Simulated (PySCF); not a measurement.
**Telling isomers of C14H12 apart by NMR**

- spin–spin couplings from B3LYP/pcJ-1 (spin–dipole term left out of most H,H and C,H couplings)
- PBE0-D3(BJ)/def2-SVP geometry
- shielding tensors at PBE0/pcSseg-1 (GIAO)
- run in PySCF 2.14
- in vacuum, equivalent nuclei averaged, non-relativistic, one computed conformer

Scale: 1H (σref 31.27) and 13C (σref 184.41) vs TMS (reference shieldings calculated alike). Multiplet labels drop J under 1 Hz and among equivalent protons, and merge close values. Unscaled 3J(H,H) run several per cent high. Shifts are as computed. Against solution values, carbons near 30 ppm lie about +2 ppm off and those near 130 ppm about +5 ppm (rms about the fit 1.9 ppm; single classes can miss by 10 ppm). Of 1328 compounds with measured shifts, 309 miss one by over three times the rms of a fit or turn the order of signals round; such compounds aren't used in these exercises. Signals without a measured value on file couldn't be tested in this way; 1H shifts scatter by 0.2 ppm about their fit, and single ones miss by 0.5 ppm.

(1) Tabulate the signals of `c1ccc2c(c1)Cc1ccccc1C2`, `CC1c2ccccc2-c2ccccc21` and their relative energies.

(2) What is the quickest way to tell c1ccc2c(c1)Cc1ccccc1C2 from CC1c2ccccc2-c2ccccc21?

Answers

(1) 
| SMILES | carbon types | δC | δH | E rel. (kcal/mol) |
| --- | --- | --- | --- | --- |
| c1ccc2c(c1)Cc1ccccc1C2 | 4×C 8×CH 2×CH2 | 142.7, 132.3, 131.7, 40.3 | 7.42 (m, 4H), 7.35 (m, 4H), 3.73 (m, 4H) | 0.7 |
| CC1c2ccccc2-c2ccccc21 | 4×C 9×CH 1×CH3 | 154.5, 145.6, 132.5, 132.4, 129.2, 125.0, 45.0, 19.8 | 7.98 (m, 2H), 7.60 (m, 2H), 7.51 (m, 2H), 7.43 (m, 2H), 3.80 (qt, 1H), 1.39 (d, 3H) | 0.0 |

Energies are electronic energies at PBE0/pcSseg-1 on these geometries, without zero-point or thermal terms, each for the one conformer computed, which needn't be the lowest.

(2) Count the carbon signals: 4 against 8. The first has an sp3 CH2 on an aromatic ring at 40.3 ppm, the second an sp3 CH on an aromatic ring at 45.0 ppm. Their most deshielded carbons lie at 142.7 and 154.5 ppm. In the proton spectra the most deshielded non-exchanging signals are 7.42 (m, 4H) and 7.98 (m, 2H).
